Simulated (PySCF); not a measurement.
A structure optimised at PBE-D3(BJ)/def2-SVP, used in a PySCF frequency run:

```xyz
7

Cd     0.1795     0.1814     0.0000
Br    -0.1686    -2.2285     0.0000
S      0.5498     2.5084     0.0000
C     -1.1661     3.1810     0.0000
H     -1.7324     2.8930     0.9060
H     -1.0510     4.2825     0.0000
H     -1.7324     2.8930    -0.9060
```

Q: Write its SMILES, formula and point group.

A: C[S][Cd][Br], CH3BrCdS, Cs

Q: What are its rotational constants (standard atomic weights)?

A: 12.612, 0.66688, 0.63603 GHz
